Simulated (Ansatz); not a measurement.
`BC(C)C`. Charge 0, multiplicity 1.

```xyz
13

B     1.353    0.589    0.695
C     0.066    0.256   -0.093
C     0.165   -0.846   -1.142
C    -1.232    0.182    0.704
H     1.294    1.190    1.732
H     2.432    0.353    0.227
H     0.061    1.232   -0.640
H     0.189   -1.829   -0.663
H     1.071   -0.750   -1.743
H    -0.696   -0.838   -1.818
H    -2.109    0.203    0.050
H    -1.317    1.007    1.414
H    -1.277   -0.750    1.275
```

Q: What are the harmonic wavenumbers in cm⁻¹ at PBE0-D4/def2-TZVP (Ansatz, finite differences of forces, unscaled)? (Estimate.)

A: The calculation gave: 198, 211, 255, 296, 339, 358, 720, 828, 869, 918, 984, 986, 1069, 1155, 1193, 1220, 1266, 1335, 1394, 1413, 1476, 1490, 1496, 1504, 2562, 2639, 2841, 3038, 3041, 3103, 3104, 3125, 3126.

Q: Is this a minimum?

A: Yes, all 33 modes are real.

Q: Give the ideal-gas thermochemistry at 298.15 K and 1 bar (rigid rotor, harmonic oscillator; point group Cs, symmetry number 1).

A: Zero-point energy 296.4 kJ/mol; H(298) − E = 314.8 kJ/mol; entropy 307.5 J/(mol·K), of which translation 159.0, rotation 102.6, vibration 45.8; G(298) − E = 223.1 kJ/mol.

Q: Rotational constants (cm⁻¹)?

A: 0.2706, 0.2674, 0.1488.
